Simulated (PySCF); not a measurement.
Two-component Hartree-Fock for Sb⁴⁷⁺ (antimony, charge +47)

Start: [He] 2s2. Calculated with PySCF 2.14 in an even-tempered Gaussian basis (17 s from 6.3 bohr⁻², ratio 2.6; 13 p from 8.2 bohr⁻², ratio 2.6; 7 d from 8.4 bohr⁻², ratio 2.8; 4 f from 160 bohr⁻², ratio 2.8): generalised Hartree-Fock with the X2C-1e Hamiltonian and a Gaussian nucleus; spin-orbit coupling (SO) screened by Boettger's factors.

```csv
spinor shell,electrons,"ε, screened SO (eV)",weight of nominal j (screened SO),"rms radius, screened SO (bohr)"
1s1/2,2,-35197.1,1.000,0.0323
2s1/2,2,-8462.0,1.000,0.125
```

```json
{"quantity": "E (hartree)", "screened SO": "-3293.10503"}
{"quantity": "M_J", "screened SO": "0"}
{"quantity": "⟨J²⟩", "screened SO": "0.000"}
{"quantity": "⟨L²⟩", "screened SO": "0.000"}
{"quantity": "⟨S²⟩", "screened SO": "0.000"}
```

Breit and QED terms are absent; they matter most for the inner s and p1/2 levels.

Densities and radii are taken from the X2C orbitals without a picture-change correction, which distorts them close to the nucleus.
